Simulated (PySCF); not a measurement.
# Polarisability and C₆ of Lu²⁺ (lutetium, charge +2)

[Xe] 4f14 6s1, 2S determinant. Calculation: PySCF 2.14, in ANO-RCC-VTZP (8s7p5d3f2g1h, 104 functions); scalar relativity by spin-free X2C-1e. Coupled (time-dependent) response in atomic units; α is the mean over directions. The basis has no added diffuse functions, which lowers α and C₆.

```
method  mean α (bohr³)  C₆ (like pair)  S(−4)
  PBE0           34.45           213.5  851.5
```

S(−4) is the Cauchy moment in α(ω) = α(0) + S(−4) ω² + …

α(iu) at PBE0:

```
u (hartree)  α(iu) (bohr³)
          0          34.45
     0.0500          32.47
      0.100          27.81
      0.200          18.39
      0.300          12.60
      0.500          7.420
      0.750          4.961
       1.00          3.766
       1.50          2.515
       2.00          1.843
       3.00          1.153
       5.00         0.6148
```

A single London oscillator, α(iu) = α/(1 + u²/ω²), gives C₆ = (3/4) ω α². Matching the computed C₆ needs ω = 4 × 213.5 / (3 × 34.45²) = 0.240 hartree.

For an ion, C₆ is the dispersion term alone; charge-induced terms of lower order in 1/R come first.

Spin-orbit coupling, which splits the p, d and f shells strongly at this Z, is absent.
